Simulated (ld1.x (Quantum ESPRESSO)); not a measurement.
## Ce (Z = 58): PAW pseudisation with BLYP, scalar-relativistic reference atom.

```
Element                 : Ce
Generator               : ld1.x (Quantum ESPRESSO) 7.5
Type                    : PAW
Functional              : BLYP
Relativity              : scalar-relativistic
Frozen core             : [Kr]
Valence charge          : 22
Reference configuration : 4d10 4f1 5s2 5p6 5d1 6s1.75 6p0.25
Partial waves           : 5s (bound): rcut 1.95, rcutus 2.94 bohr; 6s (bound): rcut 1.95, rcutus 2.94 bohr; 5p (bound): rcut 2.30, rcutus 2.60 bohr; 6p (bound): rcut 2.30, rcutus 2.60 bohr; 4d (bound): rcut 1.00, rcutus 1.05 bohr; 5d (bound): rcut 1.00, rcutus 1.05 bohr; 4f (bound): rcut 1.40, rcutus 1.85 bohr; 4f channel at 0.05 Ry: rcut 1.40, rcutus 1.85 bohr
Local potential         : all-electron potential smoothed inside 2.10 bohr (lloc = -2)
Core correction         : a·sin(br)/r model core, default radius (core density twice the valence density)
Augmentation charge     : BESSEL, radius 1.10 bohr
```

Calculated quality:

```json
{
  "Cutoffs needed": "160 Ry and 260 Ry (the cutoffs (Ry, on a coarse ladder) from which the occupation-weighted sum of valence levels, in a spherical-Bessel basis at the reference potential, stays within 10 and 1 mRy of its value at 400 Ry)",
  "Ghost test": "no extra level below or beside the all-electron valence levels (s, p, d, f tested) (spherical-Bessel basis up to 400 Ry, 20 bohr box)",
  "Configuration tests": "test run stopped at test 2 of 7 (negative rho)",
  "Lowest eigenvalue of the overlap operator": "0.02 (p channel)"
}
```

Generation and tests took about 2.1 s on one core of a shared server CPU.
